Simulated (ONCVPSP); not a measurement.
**Which change was made? (Mn, ONCV)**

- Element: Mn (Z = 25)
- Generator: ONCVPSP 4.0.1
- Type: optimised norm-conserving Vanderbilt (ONCV)
- Functional: PBEsol
- Relativity: scalar-relativistic
- Frozen core: [Ne]
- Valence charge: 15
- Reference configuration: 3s2 3p6 3d5 4s1.5 4p0.5
- Partial waves: 3s+4s: rc 1.20 bohr, ncon 4, nbas 7, qcut 12.8 1/bohr, 2 projectors; 3p+4p: rc 1.55 bohr, ncon 4, nbas 9, qcut 7.6 1/bohr, 2 projectors; 3d: rc 1.55 bohr, ncon 3, nbas 8, qcut 8.1 1/bohr, 1 projector
- Local potential: polynomial inside 1.10 bohr (lpopt 5, dvloc0 1 Ha)
- Core correction: Teter function, fcfact 4.75, rcfact 1.35

Cutoffs, loose and tight: the cutoffs (Ha) at which the residual kinetic energy of the hardest occupied pseudo-wave falls to 1 and 0.1 mHa per electron. They do not see the model core or the augmentation charge, which bear on the density cutoff. Test errors are all-electron minus pseudo excitation energies from the reference, over the configurations 3s2 3p6 3d5 4s2 4p0; 3s2 3p6 3d5 4s1 4p0; 3s2 3p6 3d5 4s0 4p0; 3s2 3p6 3d6 4s0 4p0; variants that change the core or the reference have their own tests.

The base gives: outcome: generated; cutoff, loose: 48 Ha; cutoff, tight: 60 Ha; bound ghosts: none; GHOST(+) flags above zero: none; largest test error (meV): +40.

**Question.** After one change the result is: outcome: generated; cutoff, loose: 38 Ha; cutoff, tight: 46 Ha; bound ghosts: none; GHOST(+) flags above zero: none; largest test error (meV): +76. Which change was it?
A. core [Ar], valence charge 7; reference 3d5 4s2; waves now 4s: rc 2.55 bohr, ncon 5, nbas 9, qcut 3 1/bohr, 1 projector; p scattering state at 0.1 Ha: rc 2.60 bohr, ncon 4, nbas 8, qcut 3.3 1/bohr, 2 projectors, debl 0.3 Ha; 3d: rc 1.85 bohr, ncon 4, nbas 8, qcut 7.2 1/bohr, 2 projectors, debl 3 Ha; local potential polynomial inside 1.35 bohr (lpopt 4, dvloc0 3 Ha)
B. all radii but the core radius scaled by about 1.21 (s 1.44, p 1.88, d 1.88 bohr); local potential polynomial inside 1.32 bohr (lpopt 5, dvloc0 1 Ha)
C. reference 3s2 3p6 3d5 4s2; wave 3p+4p: rc 1.55 bohr, ncon 4, nbas 9, qcut 7.6 1/bohr, 2 projectors becomes 3p: rc 1.55 bohr, ncon 4, nbas 9, qcut 7.6 1/bohr, 2 projectors, debl 0.9 Ha

**Answer.** B. The others give: core [Ar], valence charge 7; reference 3d5 4s2; waves now 4s: rc 2.55 bohr, ncon 5, nbas 9, qcut 3 1/bohr, 1 projector; p scattering state at 0.1 Ha: rc 2.60 bohr, ncon 4, nbas 8, qcut 3.3 1/bohr, 2 projectors, debl 0.3 Ha; 3d: rc 1.85 bohr, ncon 4, nbas 8, qcut 7.2 1/bohr, 2 projectors, debl 3 Ha; local potential polynomial inside 1.35 bohr (lpopt 4, dvloc0 3 Ha) → outcome: generated, projector energies reset by the program; cutoff, loose: 24 Ha; cutoff, tight: 45 Ha; bound ghosts: none; GHOST(+) flags above zero: s; largest test error (meV): -27 | reference 3s2 3p6 3d5 4s2; wave 3p+4p: rc 1.55 bohr, ncon 4, nbas 9, qcut 7.6 1/bohr, 2 projectors becomes 3p: rc 1.55 bohr, ncon 4, nbas 9, qcut 7.6 1/bohr, 2 projectors, debl 0.9 Ha → outcome: generated, projector energies reset by the program; cutoff, loose: 48 Ha; cutoff, tight: 59 Ha; bound ghosts: none; GHOST(+) flags above zero: none; largest test error (meV): -196.
